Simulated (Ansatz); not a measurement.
A made-up structure of LiSiH₃SO, closed shell:

| atom | x (Å) | y (Å) | z (Å) |
| --- | --- | --- | --- |
| Li1 | 0.5946 | -2.5087 | 1.8608 |
| O2 | 0.9540 | -1.3230 | 0.8451 |
| S3 | 1.4284 | -0.1697 | -0.1719 |
| Si4 | -0.4098 | 0.8120 | -0.5559 |
| H5 | -0.1165 | 1.9245 | -1.5016 |
| H6 | 0.4146 | -3.4991 | 3.0916 |
| H7 | -1.4238 | -0.1006 | -1.1623 |

It is relaxed with PBE-D4/def2-SVP and then PBE0-D4/def2-TZVP (Ansatz 0.2.0). Atoms count as bonded within 1.22 times the sum of their covalent radii (H–H: 0.88 Å). The end point is not checked to be a true minimum.

**Question.** Does its bonding change? (A judgement: the text doesn't fix the answer.)

**Answer.** The calculation gives: Yes. Formed: Li1–S3, Si4–H6; broken: Li1–H6.

Where it ends: The first stage lowers the energy by 0.37 eV in 7 steps. It ends as LiSiH₃SO ([SiH3][S]1[Li][O]1):
Li1  (1.708, -1.559, 2.013)
O2  (1.821, -1.955, 0.347)
S3  (1.597, -0.367, 0.090)
Si4  (-0.539, -0.263, -0.012)
H5  (-0.946, 1.169, -0.052)
H6  (-1.115, -0.904, 1.212)
H7  (-1.084, -0.985, -1.191)
(Å)

Labels in which every atom is bracketed show which atoms are joined, not bond orders.

For scale, one of the runs: PBE0-D4/def2-TZVP relaxation, 137 basis functions, launched by `ansatz run in.yaml --threads 2 --pin off --events-out ev --progress --plain --max-ram 4352MiB`. The run took about 49 s on 2 CPU threads of an AMD EPYC 9R45 (shared host).
